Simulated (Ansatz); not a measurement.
`BBC` + `[SiH3]CS` → `BB(C)C[SiH3]` + H₂S  (formal exchange of groups at a B–H bond)

Isolated molecules relaxed with PBE0-D4/def2-TZVP in Ansatz; ΔE leaves out vibrations. CCSD(T)/CBS adds triple-zeta CCSD(T) − MP2 to the extrapolated MP2 energy (def2 sets, frozen cores). This one scheme is used for every species. Functionals use def2-TZVPP. B3LYP here is the variant with VWN-RPA as its local correlation; programs differ in this. Each species was taken in one conformer, which may not be the lowest.

| level | ΔE (kcal/mol) | difference from CCSD(T)/CBS |
| --- | --- | --- |
| PBE-D4 | -17.4 | 0.6 |
| r2SCAN-D4 | -18.0 | 0.0 |
| PBE0-D4 | -17.9 | 0.1 |
| B3LYP-D4 | -17.3 | 0.7 |
| ωB97X-V | -17.1 | 0.9 |
| ωB97M-V | -17.8 | 0.2 |
| B2PLYP | -16.9 | 1.1 |
| PBE | -16.4 | 1.6 |
| r2SCAN | -17.6 | 0.4 |
| PBE0 | -17.0 | 1.0 |
| B3LYP | -15.8 | 2.2 |
| HF/def2-TZVPP | -15.3 | 2.7 |
| MP2/def2-TZVPP | -18.8 | -0.8 |
| SCS-MP2/def2-TZVPP | -17.6 | 0.4 |
| CCSD/def2-TZVPP | -18.3 | -0.3 |
| CCSD(T)/def2-TZVPP | -18.6 | -0.6 |
| HF/def2-QZVPP | -15.3 | 2.7 |
| MP2/def2-QZVPP | -18.5 | -0.5 |
| SCS-MP2/def2-QZVPP | -17.3 | 0.7 |
| HF/CBS(def2) | -15.3 | 2.7 |
| MP2/CBS(def2) | -18.3 | -0.3 |
| CCSD/CBS(def2) | -17.8 | 0.2 |
| CCSD(T)/CBS | -18.0 | 0 |

Largest T1 diagnostic among the species: 0.011.

The D4 term adds −1.4 kcal/mol with B3LYP and −0.9 kcal/mol with PBE0; it sums over pairs of atoms, weighted by their polarisabilities, and B3LYP, whose exchange is more repulsive, gets the larger term. In def2-TZVPP, CCSD(T) changes the Hartree–Fock value by −3.2 kcal/mol (the triples alone add −0.2 kcal/mol) and MP2 by −3.5 kcal/mol.
